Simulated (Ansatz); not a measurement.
Input file for Ansatz (an electronic-structure program): R-wB97X-V/def2-TZVPPD on HBr (SMILES Br) with ghost functions. Files ending in .json are basis or fitting sets from the Basis Set Exchange.

Ansatz 0.2 input:
```yaml
crystal:
  periodic: [false, false, false]
  atoms:
    - {symbol: Br, position_ang: [-1.11772540, -0.24016679, 4.07982834]}
    - {symbol: H, position_ang: [-0.80672421, -0.22541877, 2.67452318]}
basis:
  gaussian:
    orbitals: def2-TZVPPD.json
    ghost_atoms:
      - {symbol: As, position_ang: [-0.24589795, -0.19971429, 0.14388447]}
      - {symbol: H, position_ang: [-0.93105301, 0.73324079, -0.84218941]}
      - {symbol: H, position_ang: [-0.41634523, -1.41915382, -0.74823450]}
      - {symbol: H, position_ang: [1.14502960, 0.10943673, -0.38686969]}
hamiltonian:
  xc: {name: wB97X-V}
scf: {lower_state_search: off}
```

It printed:

```
WARN ansatz: RAYON_NUM_THREADS=1 ignored (pool sized by the plan → 1); use --threads N
Functional definition: wB97X-V
these checks for a lower state are left out or cut short: stability, starts, cluster_reference, orbital_swaps, neighbouring_geometries, increment
integrals: 0.13 GiB planned
1070 factors; their error is unknown
integrals: 0.16 GiB planned
240 factors; integrals over basis functions are off by at most 3.9e-5 eV
mean field: 0.95 GiB planned
mean field evaluation 1: about -70055.8377 eV, gradient 8.9e0 eV
mean field evaluation 2: about -70056.0582 eV, gradient 4.1e0 eV
mean field evaluation 4: about -70056.1028 eV, gradient 3.4e-1 eV
mean field evaluation 8: about -70056.3150 eV, gradient 4.2e-3 eV
mean field -70056.31502579 eV, -2574.5220913220 hartree, gradient 1.9e-6 eV, S^2 0.000000; 0 other end points of the search recorded, 0 dependent functions left out
reference -70056.31502394 eV, -2574.5220912539 hartree; 18, 18 occupied and 161, 161 virtual orbitals, 1070 factors
Total energy: -70056.31502394 eV, -2574.5220912539 hartree
Checks for a lower state left out: stability, starts, cluster_reference, orbital_swaps, neighbouring_geometries, increment
```

The calculation finished and met its thresholds.

Cost: around 5 core-seconds (rough).
